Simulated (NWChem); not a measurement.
Species: C3H4BF2N; SMILES NC=C=CB(F)F

```xyz
11

N      0.2326    -3.0826    -0.4850
C     -0.0640    -2.1028     0.4571
C     -0.5012    -0.8804     0.2433
C     -0.9448     0.3484     0.0533
B      0.0181     1.5573    -0.0137
F     -0.4393     2.7849    -0.2065
F      1.3275     1.4286     0.1125
H      0.3434    -2.7370    -1.4319
H      1.0074    -3.6809    -0.2212
H      0.0220    -2.4255     1.5028
H     -2.0254     0.5222    -0.0624
```
Atoms are numbered in this order, from 1.

Computed with NWChem. Medium grid unless said otherwise, to which SCAN and Minnesota functionals are sensitive. Structure relaxed at the PBE0/def2-SVP level.

Problem. Estimate the computed values for r2SCAN/def2-SVP. Quantities: highest occupied level (eV); orbital gap (eV); dipole (D).

Solution. 
| Item | Result |
|---|---|
| highest occupied level (eV) | -5.18 |
| orbital gap (eV) | 3.31 |
| dipole (D) | 2.87 |
